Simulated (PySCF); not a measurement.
# Electron correlation in Ti (titanium, neutral)

[Ar] 3d4, high-spin 5D determinant (an excited configuration). All numbers are calculated (PySCF 2.14, scalar relativity by spin-free X2C-1e, in aug-cc-pVTZ-DK (8s7p5d3f2g, 93 functions)). Frozen: [Ar]; 4 electrons correlated.

| level | correlation energy (mhartree) |
| --- | --- |
| CCSD | -70.67 |
| (T) | -4.65 |
| CCSD(T) | -75.32 |

Diagnostics: T1 = 0.048, D1 = 0.0782, largest double amplitude 0.059.

T1 exceeds 0.03, a sign that the reference determinant is poor.

Cost of the coupled-cluster step: about 9 core-seconds, for 4 correlated electrons.
